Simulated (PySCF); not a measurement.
Ge(Cl)2(Me)(OH) (CH₄Cl₂GeO), SMILES [Cl][Ge]([OH])([CH3])[Cl]. Atoms are numbered in the order given.

```xyz
9

C      1.1933     1.7563     0.0000
Ge    -0.0613     0.2877     0.0000
O     -1.7037     0.9401     0.0000
Cl     0.1925    -0.9888     1.7384
Cl     0.1925    -0.9888    -1.7384
H      1.0294     2.3661    -0.8996
H      2.2180     1.3612     0.0000
H      1.0294     2.3661     0.8996
H     -2.3897     0.2579     0.0000
```
Charge 0, spin multiplicity 1.

Coordinates come from a B3LYP-D3(BJ)/def2-SVP optimisation. This is a generated structure with no PubChem entry under its InChIKey; it may be hypothetical. One conformer was computed; it need not be the lowest.

Two levels are set side by side: PBE/pcSseg-1 (PySCF) and PBE0/pcSseg-1 (PySCF). GIAO shifts against GeH4 (⁷³Ge), H2O (¹⁷O), HCl (³⁵Cl), TMS (¹H), TMS (¹³C) at the same level; non-relativistic, no solvent, atoms listed together averaged. Without spin–orbit terms, shifts of atoms bonded to Cl or Br come out too high at both levels. Differences are taken from unrounded values.

```csv
quantity,PBE0
δ(¹³C) of C1 (ppm),11.8
δ(⁷³Ge) of Ge2 (ppm),464.2
δ(¹⁷O) of O3 (ppm),100.9
"δ(³⁵Cl) of Cl4, Cl5 (ppm)",131.7
δ(¹H) of H9 (ppm),2.65
```

**Question.** What does PBE give, and how far is it from PBE0? (An estimate is asked for; the answer gives what the named calculation found.)

**Answer.** 
| quantity | PBE | PBE minus PBE0 |
|---|---|---|
| δ(¹³C) of C1 (ppm) | 14.0 | 2.1 |
| δ(⁷³Ge) of Ge2 (ppm) | 492.8 | 28.6 |
| δ(¹⁷O) of O3 (ppm) | 122.1 | 21.2 |
| δ(³⁵Cl) of Cl4, Cl5 (ppm) | 173.9 | 42.2 |
| δ(¹H) of H9 (ppm) | 2.77 | 0.12 |

Rough cost on one machine, each run with all the roots and properties that it gave: PBE0 against PBE within a factor of 2.
